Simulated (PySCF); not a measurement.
## Substituent effects on chemical shifts

Parent skeleton `[O:1]=[CH:2][SiH3:3]`; one hydrogen on atom 3 is replaced by X. Hydrogens on one atom are averaged.

- geometry from GFN2-xTB
- PBE0/pcSseg-1 with gauge-including orbitals
- program: PySCF 2.14
- one computed conformer, averaged over atoms made equivalent by symmetry, fast rotation or ring inversion, in vacuum, non-relativistic Hamiltonian

Shifts are taken against calculated references (same method and geometry level): H2O for $^{17}$O; $^{13}$C, $^{29}$Si, $^{1}$H vs TMS.

Task: Order these by the shift of Si3, most shielded first.
A. X = CN
B. X = CH2OCH3
C. X = 2-thienyl
D. X = CH2NH2

Result: A (-90.9 ppm), C (-67.6 ppm), D (-62.3 ppm), B (-57.2 ppm).

Task: Order these by the shift of H(Si3), most shielded first.
A. X = 2-thienyl
B. X = CH2NH2
C. X = CN

Result: B (3.99 ppm), C (4.39 ppm), A (4.85 ppm).

Task: Order these by the shift of O1, most shielded first.
A. X = CN
B. X = CH2OCH3
C. X = CH2NH2
D. X = 2-thienyl

Result: B (948.1 ppm), A (962.3 ppm), C (965.6 ppm), D (970.3 ppm).

Unscaled 17O shifts of doubly bonded oxygen tend to come out too high, by tens of ppm or more. Experimental scales use liquid or dissolved standards, which lie at an offset from isolated H2O (liquid H2O: subtract about 36 ppm).
